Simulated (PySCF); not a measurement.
C4H11B (SMILES CCBCC), singlet, geometry from GFN2-xTB; CAMB3LYP/def2-SVP, polarisability (PySCF).

Input for PySCF:
```python
from pyscf import gto, scf, dft
from pyscf.prop import polarizability

mol = gto.Mole()
mol.atom = '''
    B    -0.27794381    0.55834429    0.57987239
    H    -0.78443988    1.49683522    1.06981439
    C    -0.31485958    0.35079657   -0.98021802
    C    -1.01526720    1.44121300   -1.79298001
    H    -0.79306949   -0.60978912   -1.19935265
    H     0.70806210    0.23834910   -1.35414821
    H    -0.52778542    2.40169757   -1.64192085
    H    -2.05421444    1.53809015   -1.48614290
    H    -0.99446267    1.21265013   -2.85770032
    C     0.43014854   -0.47676559    1.53515544
    C     1.09522206   -1.69685026    0.89795770
    H    -0.30364816   -0.82356149    2.27103148
    H     1.17850631    0.05794943    2.13024505
    H     1.87624886   -1.39085441    0.20563596
    H     0.36674879   -2.28800490    0.34773534
    H     1.54631016   -2.33544550    1.65595008
'''
mol.basis = 'def2-svp'
mol.verbose = 3
mol.build()

mf = dft.RKS(mol)
mf.xc = 'camb3lyp'
mf.kernel()
alpha = mf.Polarizability().polarizability()[2, 2]
print('alpha_zz =', alpha)
```

The log (banner, timings and long lists left out):

```
site-packages/pyscf/prop/efg/rhf.py:45: UserWarning: Module EFG is under testing
  warnings.warn('Module EFG is under testing')
site-packages/pyscf/prop/efg/dhf.py:30: UserWarning: Module EFG is under testing
  warnings.warn('Module EFG is under testing')
site-packages/pyscf/prop/zfs/uhf.py:40: UserWarning: Module ZFS is under testing
  warnings.warn('Module ZFS is under testing')
site-packages/pyscf/prop/gtensor/uhf.py:43: UserWarning: Module g-tensor is under testing
  warnings.warn('Module g-tensor is under testing')
site-packages/pyscf/prop/gtensor/uks.py:41: UserWarning: Module g-tensor is under testing
  warnings.warn('Module g-tensor is under testing')
site-packages/pyscf/prop/hfc/uks.py:35: UserWarning: Module HFC is under testing
  warnings.warn('Module HFC is under testing')
site-packages/pyscf/prop/magnetizability/rhf.py:39: UserWarning: Module magnetizability is under testing
  warnings.warn('Module magnetizability is under testing')
site-packages/pyscf/prop/magnetizability/uhf.py:37: UserWarning: Module magnetizability is under testing
  warnings.warn('Module magnetizability is under testing')
site-packages/pyscf/prop/magnetizability/rks.py:37: UserWarning: Module magnetizability is under testing
  warnings.warn('Module magnetizability is under testing')
site-packages/pyscf/prop/magnetizability/uks.py:39: UserWarning: Module magnetizability is under testing
  warnings.warn('Module magnetizability is under testing')
site-packages/pyscf/prop/polarizability/uhf.py:34: UserWarning: Module polarizability is under testing
  warnings.warn('Module polarizability is under testing')
site-packages/pyscf/prop/polarizability/rks.py:29: UserWarning: Module polarizability is under testing
  warnings.warn('Module polarizability is under testing')
site-packages/pyscf/prop/polarizability/uks.py:29: UserWarning: Module polarizability is under testing
  warnings.warn('Module polarizability is under testing')
converged SCF energy = -183.631267752939
alpha_zz = 59.84234517907694
```
